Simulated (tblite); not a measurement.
Question: Write Cartesian coordinates for `C([SiH2]F)(=O)OC(F)(F)F` as optimised with GFN2-xTB.

Answer: 
```
atom  x, y, z in Å
O1    -0.209   -1.718   -0.062
C2     0.252   -0.624   -0.030
O3    -0.554    0.518   -0.081
C4    -1.889    0.382   -0.143
F5    -2.297   -0.263   -1.236
F6    -2.435    1.593   -0.176
F7    -2.404   -0.254    0.906
Si8    2.086   -0.058    0.086
F9     2.166    0.783    1.446
H10    2.363    0.871   -0.993
H11    2.925   -1.228    0.258
```

Orientation and origin are arbitrary. Atoms count from 1 in this order. Si8 (fluorine-bound silicon) is distorted tetrahedral (angles from 104.7° to 119.7°). All 3 C–F bonds measure 1.329 to 1.333 Å. Of the pairs four or more bonds apart, O1···F5 is among the closest relative to their van der Waals radii: 2.80 Å, 94 % of the sum of Bondi's values. The C–O distances run from 1.187 Å (O1=C2, drawn double) to 1.399 Å (C2–O3, drawn single), a spread of 0.212 Å.

Bonds between heavy atoms (Å): O1=C2 1.187, C2–O3 1.399, O3–C4 1.343, C4–F5 1.333, C4–F6 1.329, C4–F7 1.330, C2–Si8 1.923, Si8–F9 1.601.

The geometry is computed with GFN2-xTB (gas phase).

Point group: C1 (no symmetry element, even within 0.4 Å). Its GFN2-xTB frequencies are all real (lowest 20 cm⁻¹). The numbers are those of one conformer (O1–C2–O3–C4 1°, O1–C2–Si8–F9 -119°).
